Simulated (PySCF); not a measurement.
# Basis-set dependence of population analyses: (CH3CH2)2CFCH3

(CH3CH2)2CFCH3, C₆H₁₃F.
Numbering: `[CH3:1][CH2:2][C:3]([CH3:4])([F:5])[CH2:6][CH3:7]` (hydrogens: H8, H9, H10 on C1; H11, H12 on C2; H13, H14, H15 on C4; H16, H17 on C6; H18, H19, H20 on C7)

Geometry (PBE0-D3(BJ)/def2-SVP, Å), atoms numbered from 1 in this order:
```xyz
20
C6H13F angstrom
C      2.028    1.132    0.406
C      1.337   -0.205    0.196
C      0.223   -0.189   -0.849
C     -0.334   -1.583   -1.073
F      0.807    0.206   -2.058
C     -0.872    0.839   -0.569
C     -1.615    0.669    0.745
H      2.382    1.535   -0.554
H      1.359    1.878    0.860
H      2.897    1.024    1.071
H      0.925   -0.584    1.145
H      2.075   -0.955   -0.136
H     -0.787   -1.986   -0.156
H      0.472   -2.263   -1.385
H     -1.098   -1.567   -1.864
H     -0.409    1.838   -0.616
H     -1.578    0.797   -1.415
H     -2.110   -0.311    0.817
H     -2.397    1.436    0.849
H     -0.945    0.768    1.613
```

PBE0 throughout (PySCF), one geometry, spherical d and f functions. One conformer (not necessarily the lowest) at the PBE0-D3(BJ)/def2-SVP geometry, without solvent, vibrations or thermal averaging. Atoms taken as equivalent share a column and are averaged. The first 7 of 9 kinds of atom are listed.

Mulliken charges (e):

```tsv
basis	functions	C1/C7	C2/C6	C3	C4	F5	H8 (×6)	H11/H17
STO-3G	48	-0.234	-0.152	+0.126	-0.244	-0.132	+0.078	+0.077
pcSseg-0	89	-0.646	-0.477	+0.114	-0.575	-0.389	+0.235	+0.242
6-31G	89	-0.507	-0.327	+0.299	-0.496	-0.364	+0.171	+0.167
6-31G*	124	-0.543	-0.357	+0.426	-0.558	-0.378	+0.179	+0.170
cc-pVDZ	163	-0.087	-0.043	-0.040	-0.002	-0.255	+0.047	+0.034
def2-SVP	163	-0.079	-0.054	-0.009	0.000	-0.285	+0.046	+0.037
pcSseg-1	184	-0.287	-0.217	-0.028	-0.193	-0.342	+0.120	+0.120
6-311+G(2d,p)	267	-0.597	-0.167	+0.417	-0.569	-0.297	+0.152	+0.142
aug-cc-pVDZ	278	+0.598	+0.608	-0.239	+0.659	-0.679	-0.147	-0.243
def2-TZVP	295	-0.417	-0.216	+0.276	-0.391	-0.236	+0.130	+0.111
```

IAO charges (e):

```
        basis  functions   C1/C7   C2/C6      C3      C4      F5  H8 (×6)  H11/H17
       STO-3G         48  -0.390  -0.270  +0.156  -0.406  -0.152   +0.132   +0.131
     pcSseg-0         89  -0.424  -0.278  +0.283  -0.434  -0.319   +0.143   +0.141
        6-31G         89  -0.432  -0.273  +0.303  -0.446  -0.333   +0.145   +0.140
       6-31G*        124  -0.412  -0.261  +0.325  -0.426  -0.338   +0.138   +0.132
      cc-pVDZ        163  -0.411  -0.262  +0.327  -0.426  -0.341   +0.137   +0.132
     def2-SVP        163  -0.402  -0.256  +0.325  -0.415  -0.342   +0.134   +0.130
     pcSseg-1        184  -0.411  -0.262  +0.323  -0.424  -0.348   +0.138   +0.133
6-311+G(2d,p)        267  -0.424  -0.268  +0.327  -0.436  -0.355   +0.142   +0.137
  aug-cc-pVDZ        278  -0.423  -0.267  +0.329  -0.435  -0.355   +0.141   +0.136
    def2-TZVP        295  -0.425  -0.268  +0.331  -0.437  -0.354   +0.142   +0.137
```

Some averages cover members that differ in this geometry, most widely: H8 (×6), Mulliken in aug-cc-pVDZ -0.191 to -0.098; C2/C6, Mulliken in 6-311+G(2d,p) -0.202 to -0.132; C2/C6, Mulliken in aug-cc-pVDZ +0.586 to +0.629; C1/C7, Mulliken in 6-311+G(2d,p) -0.616 to -0.579 e.

Task: Which scheme is steadiest as the basis changes?

Result: Largest range over the bases for any column: IAO 0.20 e, Mulliken 1.24 e. IAO charges move least and Mulliken charges most, counted in e. Without the minimal STO-3G basis the ranges are IAO 0.05, Mulliken 1.24 e.

Task: How much do the charges still move between the two largest bases, aug-cc-pVDZ and def2-TZVP?

Result: At most, over all atoms: Mulliken 1.050 e, IAO 0.002 e.

Task: What do the same runs give for the total energy, the frontier levels and the dipole moment?

Result: 
| basis | energy (Eh) | HOMO (eV) | LUMO (eV) | μ (D) |
| --- | --- | --- | --- | --- |
| STO-3G | -331.7122 | -4.68 | 8.31 | 1.00 |
| pcSseg-0 | -335.1758 | -8.65 | 1.88 | 1.94 |
| 6-31G | -335.8561 | -8.45 | 2.37 | 1.93 |
| 6-31G* | -335.9264 | -8.38 | 2.42 | 1.59 |
| cc-pVDZ | -335.9481 | -8.48 | 1.68 | 1.66 |
| def2-SVP | -335.6897 | -8.57 | 1.60 | 1.73 |
| pcSseg-1 | -335.8962 | -8.67 | 1.31 | 1.83 |
| 6-311+G(2d,p) | -336.0342 | -8.68 | 0.25 | 1.86 |
| aug-cc-pVDZ | -335.9725 | -8.64 | -0.09 | 1.83 |
| def2-TZVP | -336.0604 | -8.64 | 1.03 | 1.76 |

The dipole is fixed by the density alone, so its range of 0.94 D shows that the density itself changes with the basis, not only its division among atoms.
